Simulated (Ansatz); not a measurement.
System: C3H6S, charge 0, singlet. C3H6S (SMILES C1CSC1).
B3LYP-D3(BJ)/def2-TZVP minimum from Ansatz (a first-principles code):
```xyz
10

C      0.0008     1.3184     0.2509
C     -1.1480     0.2936     0.2181
S     -0.0008    -1.0285    -0.3774
C      1.1487     0.2927     0.2156
H      0.0020     1.9898     1.1112
H      0.0000     1.9219    -0.6563
H     -1.9694     0.5086    -0.4615
H     -1.5445     0.0509     1.2035
H      1.9688     0.5071    -0.4659
H      1.5473     0.0497     1.2000
```
Charge 0, spin multiplicity 1.

Total energies in cc-pV(D+d)Z, 24 correlated electrons, 8 frozen orbitals. Radicals and triplets start from unrestricted determinants; spin-orbit coupling is neglected. Cores are frozen in correlated methods. No relativity.

| method | program | energy (Eh) | minus CCSDT(Q) (mEh) |
|---|---|---|---|
| HF | Ansatz | -514.61048 | 628.08 |
| MP2 | Ansatz | -515.16592 | 72.64 |
| CCSD | Ansatz | -515.21617 | 22.39 |
| CCSD(T) | Ansatz | -515.23629 | 2.26 |
| CCSDT(Q) | Ansatz | -515.23855 | 0.00 |

Rough core times of Ansatz's runs on a shared machine: CCSD(T) under 20 s, CCSDT(Q) 20 min.
